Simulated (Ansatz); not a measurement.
AlClGaH3O+: where a starting geometry ends

The starting geometry of this gas-phase doublet was optimised with GFN2-xTB.

| atom | x (Å) | y (Å) | z (Å) |
| --- | --- | --- | --- |
| Al | 0.1404 | -0.0648 | 0.7597 |
| Cl | -1.1213 | 1.5121 | 0.2244 |
| Ga | -1.1607 | 0.5437 | -2.3224 |
| O | 0.1909 | -0.7777 | -0.8301 |
| H | 1.8532 | -2.0521 | 1.8847 |
| H | 1.3172 | -1.3868 | 1.6386 |
| H | 0.6377 | -1.5514 | -1.1770 |

Problem. Predict what it relaxes into with B3LYP/6-31G*.

Solution. It falls apart into AlClGaHO + H2 (formulas without charges). Distances that change by over a tenth: Cl2–Ga3 (2.73 → 3.00 Å). Contacts that close: H5–H6 (0.89 → 0.75 Å).

The energy falls by 0.57 eV over 63 steps:

```
step  E − E(last) (eV)
   1             0.574
   8             0.044
  15             0.042
  22             0.039
  29             0.038
  35             0.034
  42             0.005
  49             0.003
  56             0.000
  63             0.000
```

Final geometry (Å):

```xyz
7

Al   -0.6725    0.9592    0.8373
Cl   -1.7228    1.9154   -0.7705
Ga   -0.3924   -0.3105   -2.2754
O     0.0988   -0.3486   -0.0919
H     1.6370   -2.7041    1.1490
H     2.2266   -2.2642    1.0285
H     0.6826   -1.0242    0.3011
```

The end wasn't checked by frequencies. Open shells are spin-unrestricted. Run with Ansatz 0.2.0, 4.1 min on 2 threads of Arm Neoverse V2, on a shared host.
